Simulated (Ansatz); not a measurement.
Input for Ansatz (a program for electronic structure): R-CCSD(T)/cc-pV(Q+d)Z on CH5Al (SMILES [CH3][AlH2]), a point of a torsion scan. Files ending in .json are basis or fitting sets from the Basis Set Exchange.

Ansatz 0.2 input:
```yaml
crystal:
  periodic: [false, false, false]
  atoms:
    - {symbol: C, position_ang: [-0.91401846, -0.07512573, -0.00960716]}
    - {symbol: Al, position_ang: [1.06997383, -0.03864823, -0.02470045]}
    - {symbol: H, position_ang: [-1.36032502, 0.49847073, -0.83180343]}
    - {symbol: H, position_ang: [-1.32565636, -1.08877298, -0.09461457]}
    - {symbol: H, position_ang: [-1.31843814, 0.34756844, 0.91956680]}
    - {symbol: H, position_ang: [1.91984221, 0.52169610, 1.14600531]}
    - {symbol: H, position_ang: [1.94337282, -0.56069631, -1.19453451]}
basis:
  gaussian:
    orbitals: cc-pV_Q+d_Z.json
magnetization: {spin_polarized: false}
correlation: {method: ccsd_t, electrons: outside_noble_gas}
scf: {lower_state_search: off}
```

### Question
Give the final energy of this run.

### Answer
-283.0386 hartree (reference determinant -282.7118, T1 diagnostic 0.009).

### Question
How many basis functions does it have, and what does it roughly cost on one machine?

### Answer
269 functions; around 12 core-minutes (rough).
